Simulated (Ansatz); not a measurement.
Geometry optimisation, RKS B3LYP-D4/6-31G* (Ansatz).

Input file:

```yaml
crystal:
  periodic: [false, false, false]
  atoms:
    - { symbol: Si, position_ang: [-1.7184, 0.4857, 1.2256] }
    - { symbol: Si, position_ang: [0.328, 0.3704, 0.255] }
    - { symbol: Cl, position_ang: [1.6688, -0.2721, 1.6317] }
    - { symbol: O, position_ang: [0.3994, -0.7455, -0.9711] }
    - { symbol: P, position_ang: [1.5066, -0.551, -2.0748] }
    - { symbol: H, position_ang: [-1.7673, 1.5197, 2.3405] }
    - { symbol: H, position_ang: [-2.7449, 1.0037, 0.2233] }
    - { symbol: H, position_ang: [-2.1907, -0.7663, 1.7352] }
    - { symbol: H, position_ang: [0.7837, 1.7343, -0.1703] }
    - { symbol: H, position_ang: [1.2438, -1.6727, -2.8454] }
    - { symbol: H, position_ang: [2.5563, -1.1632, -1.3291] }
basis:
  gaussian: { orbitals: "6-31G*" }
hamiltonian:
  xc: b3lyp
  dispersion: d4
relax:
  f_tol: 0.015
  max_steps: 40
```

Launched with:

```bash
$ ansatz run input.yaml --threads 2 --pin off --max-ram 3072MiB --backend cpu --events-out ev --progress --plain --runs-dir out
```

Problem. Where does it end, and by what steps?

Solution. The run converged. The force dipped under the threshold on the way, but the program's further checks kept it going. After 22 steps the energy has fallen by 0.521 eV; H11 moved furthest, 0.93 Å.

| step | energy less start (eV) | largest force component (eV/Å) | accepted |
| --- | --- | --- | --- |
| 0 | 0.0000 | 3.000 | yes |
| 1 | -0.3803 | 1.533 | yes |
| 2 | -0.4644 | 0.673 | yes |
| 3 | -0.4750 | 1.087 | yes |
| 4 | -0.5008 | 0.226 | yes |
| 5 | -0.5049 | 0.134 | yes |
| 6 | -0.5103 | 0.102 | yes |
| 7 | -0.5072 | 0.563 | no |
| 8 | -0.5088 | 0.171 | no |
| 9 | -0.5127 | 0.017 | yes |
| 10 | -0.5146 | 0.160 | yes |
| 11 | -0.5159 | 0.211 | yes |
| 12 | -0.5190 | 0.049 | yes |
| 13 | -0.5192 | 0.149 | yes |
| 14 | -0.5177 | 0.310 | no |
| 15 | -0.5024 | 0.376 | no |
| 16 | -0.5205 | 0.029 | yes |
| 17 | -0.5205 | 0.044 | no |
| 18 | -0.5208 | 0.005 | yes |
| 19 | -0.5210 | 0.038 | yes |
| 20 | -0.5211 | 0.033 | yes |
| 21 | -0.5213 | 0.019 | yes |
| 22 | -0.5213 | 0.011 | yes |

```xyz
11
Properties=species:S:1:pos:R:3
Si -1.769 0.454 1.202
Si 0.396 0.609 0.339
Cl 1.776 0.157 1.845
O 0.509 -0.512 -0.878
P 1.799 -0.717 -1.947
H -1.927 1.415 2.325
H -2.759 0.782 0.139
H -2.011 -0.927 1.694
H 0.791 1.954 -0.155
H 1.037 -1.259 -3.024
H 2.223 -2.012 -1.519
```

The run took 74 s on 2 threads of Intel(R) Xeon(R) Platinum 8488C (Sapphire Rapids), on a shared host, peak memory 0.28 GiB.
